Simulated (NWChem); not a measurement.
System: CH5ClOSi; SMILES C[SiH](O)Cl

```xyz
9

Si    -0.0968    -0.5498     0.4017
C      1.4049    -1.3931    -0.2782
O     -1.4218    -1.2490    -0.3051
Cl    -0.0304     1.4747    -0.0723
H     -0.1852    -0.6078     1.8881
H      1.3882    -2.4655    -0.0292
H      2.3223    -0.9506     0.1378
H      1.4341    -1.2908    -1.3734
H     -2.2865    -0.9029    -0.0648
```
Atoms are numbered in this order, from 1.

Computed with NWChem. Geometry optimised at PBE0/def2-SVP; all other runs use it. 

| quantity | level | value |
|---|---|---|
| isotropic polarisability (bohr³), static | CAM-B3LYP/def2-SVPD | (withheld) |
| vertical, lowest excitation, singlet (eV) | CAM-B3LYP/def2-SVPD, TDA | 7.85 |
| vertical ionisation energy, ΔSCF (eV) | CAM-B3LYP/def2-SVP | 10.93 |
| solvation free energy (kcal/mol) in n-hexane | PBE0/def2-SVP, SMD | (withheld) |
| dipole (D) | PBE0/def2-SVP | (withheld) |
| highest harmonic frequency (cm⁻¹) | PBE0/def2-SVP | 3933 |

Question: What belongs in the gaps?

Answer: 
- isotropic polarisability (bohr³), static, value: 56.0
- solvation free energy (kcal/mol) in n-hexane, value: -3.3
- dipole (D), value: 1.27
